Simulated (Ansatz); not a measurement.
Cost and result for the atomization energy of CH₇BN₂Si, SMILES `NBC1N[SiH2]1` (12 atoms, 12 bonds).

Z-matrix (Å, degrees):
```
C
B 1 1.544
Si 1 1.851 2 119.0
N 1 1.510 2 118.2 3 -70.1
H 1 1.094 2 118.9 3 141.6
N 2 1.396 1 121.5 3 -123.8
H 2 1.199 1 120.2 3 53.4
H 3 1.477 1 124.4 2 -9.6
H 3 1.481 1 117.1 2 143.6
H 4 1.010 1 114.1 2 -133.9
H 6 1.004 2 122.7 1 176.1
H 6 1.006 2 123.7 1 -3.0
```

Charge 0, multiplicity 1. The structure was optimised at the PBE0-D4/def2-TZVP level. It is one conformer, not always the lowest. Program: Ansatz. All runs use 4 threads of an Arm Neoverse V2 on a shared host. Times are those of one run each, without the atoms' runs, and a repeat can differ threefold. Electronic energies, without spin–orbit coupling; frozen cores. CCSD(T)/CBS adds CCSD(T) − MP2 in def2-TZVPP to the MP2 limit, and its time is that of the two runs behind it. T1 = 0.013. B3LYP takes the VWN-RPA correlation (the form of Gaussian; ORCA's B3LYP/G).

CCSD(T)/CBS is a level of theory with its own doubt, some kJ/mol a heavy atom from the limit and from the frozen cores, so smaller differences don't rank the functionals.

```tsv
level	functions	wall time
PBE-D4/def2-TZVPP (with forces)	264	2.4 s
PBE0-D4/def2-TZVPP	264	2.5 s
B3LYP-D4/def2-TZVPP (with forces)	264	4 s
r2SCAN-D4/def2-TZVPP (with forces)	264	4.3 s
B2PLYP/def2-TZVPP	264	4.8 s
ωB97X-V/def2-TZVPP	264	7 s
ωB97M-V/def2-TZVPP (with forces)	264	10 s
MP2/def2-QZVPP	508	21 s
CCSD(T)/def2-TZVPP	264	2.2 min
CCSD(T)/CBS(def2)	–	2.6 min
```

Problem. What atomization energy does each give, and how far from CCSD(T)/CBS? (Estimate.)

Solution. Computed: 
```
                             level  atomization (kcal/mol)  difference from CCSD(T)/CBS  per bond
   PBE-D4/def2-TZVPP (with forces)                  1062.2                         27.0       2.2
                PBE0-D4/def2-TZVPP                  1042.1                          6.9       0.6
 B3LYP-D4/def2-TZVPP (with forces)                  1043.6                          8.4       0.7
r2SCAN-D4/def2-TZVPP (with forces)                  1039.4                          4.2       0.3
                 B2PLYP/def2-TZVPP                  1029.1                         -6.1      -0.5
                ωB97X-V/def2-TZVPP                  1044.5                          9.3       0.8
  ωB97M-V/def2-TZVPP (with forces)                  1045.1                          9.9       0.8
                    MP2/def2-QZVPP                  1037.9                          2.7       0.2
                CCSD(T)/def2-TZVPP                  1004.3                        -30.9      -2.6
                 CCSD(T)/CBS(def2)                  1035.2                          0.0       0.0
```

The D4 term adds +8.9 kcal/mol with B3LYP and +4.7 kcal/mol with PBE0; it sums over pairs of atoms, weighted by their polarisabilities, and B3LYP, whose exchange is more repulsive, gets the larger term. From PBE to PBE0 (25 % exact exchange), in def2-TZVPP and without D4, the atomization energy moves by −19.2 kcal/mol: exact exchange takes away binding that semilocal exchange gives to molecules. In def2-TZVPP, CCSD(T) changes the Hartree–Fock value by +271.5 kcal/mol (the triples alone add +16.4 kcal/mol) and MP2 by +286.6 kcal/mol; breaking electron pairs costs correlation energy, which Hartree–Fock lacks.
